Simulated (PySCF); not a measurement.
This PySCF input asks for the NMR shieldings of `CC(C)(C)c1oc(C=O)cp1`, C₈H₁₁O₂P; the geometry comes from GFN2-xTB.

```python
import basis_set_exchange as bse
import numpy as np
from pyscf import gto, dft
from pyscf.prop import nmr

atoms = """
C    -1.190466    1.544575    0.539417
C    -1.173859    0.073953    0.121091
C    -1.897835   -0.779496    1.169415
C    -1.861956   -0.094008   -1.238959
C     0.241455   -0.424783    0.000257
O     1.232486    0.421297    0.255613
C     2.442274   -0.155201    0.109542
C     3.610408    0.664044    0.359953
O     4.755241    0.291747    0.270878
C     2.388801   -1.476791   -0.267140
P     0.738105   -2.027393   -0.448329
H    -0.701132    1.676020    1.501431
H    -0.675650    2.158794   -0.195348
H    -2.216604    1.893389    0.623270
H    -1.880194   -1.827639    0.877411
H    -1.416709   -0.682070    2.140224
H    -2.932537   -0.459257    1.261547
H    -1.843574   -1.138892   -1.542226
H    -1.355536    0.496483   -1.999380
H    -2.896348    0.234321   -1.177106
H     3.352687    1.700784    0.651127
H     3.270531   -2.070491   -0.423148
"""
names = dict.fromkeys(["C", "O", "P", "H"], "pcSseg-1")
basis = {el: gto.basis.parse(bse.get_basis(n, elements=[el], fmt="nwchem")) for el, n in names.items()}
mol = gto.M(atom=atoms, basis=basis, charge=0, verbose=0)
mf = dft.RKS(mol, xc="PBE0")
mf.grids.level = 2
mf.grids.alignment = dft.numint.BLKSIZE   # the property module wants whole blocks of grid points
mf.conv_tol = 1e-9
mf.kernel()

calc = nmr.RKS(mf)   # GIAO
C = mf.mo_coeff
Co = C[:, mf.mo_occ > 0]
resp = mf.gen_response(singlet=True, hermi=2)
def vind(x):   # induced exchange potential for any number of trial vectors
    d = np.einsum("pi,xij,qj->xpq", C, 2 * x.reshape(-1, C.shape[1], Co.shape[1]), Co, optimize=True)
    return np.einsum("xpq,pi,qj->xij", resp(d - d.transpose(0, 2, 1)), C, Co, optimize=True).ravel()
mo1, _ = nmr.rhf.solve_mo1(calc, with_cphf=vind)
sigma = calc.kernel(mo1)
for i, s in enumerate(sigma):   # ppm
    w = np.linalg.eigvalsh((s + s.T) / 2)
    print("%2d %-2s iso %8.1f  s11 %8.1f  s22 %8.1f  s33 %8.1f" % (i, mol.atom_pure_symbol(i), w.mean(), *w))
```

Question: Give the expected output.

Answer: 
```
 0 C  iso    159.9  s11    147.9  s22    148.5  s33    183.2
 1 C  iso    145.6  s11    127.8  s22    148.0  s33    160.9
 2 C  iso    147.9  s11    120.5  s22    143.4  s33    179.7
 3 C  iso    147.9  s11    120.5  s22    143.4  s33    179.7
 4 C  iso    -43.3  s11   -213.5  s22      6.4  s33     77.3
 5 O  iso    -26.8  s11   -243.1  s22    -60.4  s33    222.9
 6 C  iso     24.1  s11    -51.2  s22     40.5  s33     83.1
 7 C  iso      6.3  s11    -81.7  s22      6.3  s33     94.2
 8 O  iso   -309.4  s11   -933.3  s22   -386.0  s33    391.1
 9 C  iso     41.1  s11    -80.0  s22     34.0  s33    169.2
10 P  iso    190.3  s11    -19.0  s22    125.2  s33    464.9
11 H  iso     30.0  s11     26.0  s22     27.8  s33     36.1
12 H  iso     29.9  s11     26.0  s22     27.8  s33     36.1
13 H  iso     30.6  s11     26.3  s22     28.9  s33     36.6
14 H  iso     30.0  s11     25.6  s22     29.4  s33     34.9
15 H  iso     30.2  s11     26.9  s22     28.0  s33     35.7
16 H  iso     30.3  s11     26.4  s22     27.9  s33     36.7
17 H  iso     30.0  s11     25.6  s22     29.4  s33     34.9
18 H  iso     30.2  s11     26.9  s22     28.0  s33     35.7
19 H  iso     30.3  s11     26.4  s22     27.9  s33     36.7
20 H  iso     21.7  s11     18.2  s22     22.4  s33     24.4
21 H  iso     23.0  s11     21.2  s22     21.4  s33     26.5
```

These numbers come from an equivalent density-fitted implementation of the same equations, which agrees with the script to about 0.01 ppm for H and up to a few tenths of a ppm for heavy atoms, so last digits may differ.

Question: Turn these shieldings into chemical shifts. Scale: ¹³C (σref 186.93), ¹H (σref 31.72) vs TMS; ¹⁷O (σref 336.08) against H2O; H3PO4 for ³¹P (σref 318.38) (reference shieldings calculated alike).

Answer: Averaging equivalent atoms: C 4: 230.2; C 7: 180.7; C 6: 162.8; C 9: 145.8; C 1: 41.3; C 0/2/3: 35.0; O 8: 645.5; O 5: 362.9; P 10: 128.0; H 20: 10.05; H 21: 8.69; H 11/12/13/14/15/16/17/18/19: 1.55 ppm. Unscaled 17O shifts of doubly bonded oxygen tend to come out too high, by tens of ppm or more. Experimental scales use liquid or dissolved standards, which lie at an offset from isolated H2O (liquid H2O: subtract about 36 ppm) and H3PO4.

Size and cost of the density-fitted run: 249 basis functions, 110 s wall time on 1 thread of an Arm Neoverse N1, shared host.
